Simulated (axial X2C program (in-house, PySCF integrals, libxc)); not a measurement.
## Bond lengths and stretching modes, held linear, of RuNC⁻

Computed with an axial X2C code built on PySCF integrals: two-component X2C with atomic mean-field Coulomb and Gaunt terms, Gaussian nuclei, basis Ru dyall-v3z, N dyall-av3z, C dyall-v3z with contracted cores. Spin-free rows use the one-electron spin-free X2C Hamiltonian.

Masses Ru 101.904, N 14.003, C 12.000 u. States: 2c Ω = 1 (beyond evenly filled blocks: ω = -3/2, ω = 5/2); spin-free M_S = 1, Λ = 0 (beyond evenly filled blocks: δ+α, δ-α).

PBE0, spin-free: energies above the lowest point

```csv
r(Ru–N) (Å),r(N–C) (Å),E (meV)
1.9071,1.1437,67.51
1.9071,1.1730,19.23
1.9071,1.2023,62.18
1.9560,1.1437,44.30
1.9560,1.1730,0.00
1.9560,1.2023,47.07
1.9560,1.2317,169.86
2.0049,1.1437,52.84
2.0049,1.1730,11.69
2.0049,1.2023,62.04
2.0538,1.1730,46.67
2.0538,1.2317,228.50
```

Q: Fit a quadratic surface with cubic terms in each bond: where is the minimum, and what are the two stretching wavenumbers?

A: At PBE0, spin-free: bonds 1.960 and 1.172 Å; harmonic stretches 404.1 and 2127.5 cm⁻¹; force constants 2.01, 17.1 and coupling 0.37 mdyn/Å.

The other levels and Hamiltonians give:

| Hamiltonian | level | r(Ru–N) (Å) | r(N–C) (Å) | lower stretch (cm⁻¹) | upper stretch (cm⁻¹) |
| --- | --- | --- | --- | --- | --- |
| 2c | PBE0 | 1.960 | 1.172 | 403.4 | 2127.3 |
| 2c | PBE | 1.915 | 1.190 | 448.6 | 1994.5 |
| spin-free | HF | 2.096 | 1.148 | 321.8 | 2317.7 |
| spin-free | PBE | 1.916 | 1.189 | 449.5 | 1995.4 |
| spin-free | MP2 | 2.010 | 1.188 | 370.1 | 2001.0 |

Each state is one determinant, the lowest of a limited PBE0 search; the stretches come from a fit to these few points and carry an uncertainty of a few per cent. Other orders of the atoms were not compared. Left out for rough or failed fits: HF 2c, MP2 2c. The levels spread by more than a fifth, so the stretches depend strongly on the method. MP2 freezes inner shells (threshold -2 hartree). For an anion the highest level of a functional can be positive, and the basis then holds the extra electron. The molecule was held linear; bending was not examined, so a bent shape may lie lower. Open-shell Ω = 0 determinants with evenly filled partner blocks cannot be reached by this program, so the Ω shown need not be the lowest component. Note: several unpaired electrons, one determinant need not be a pure state.
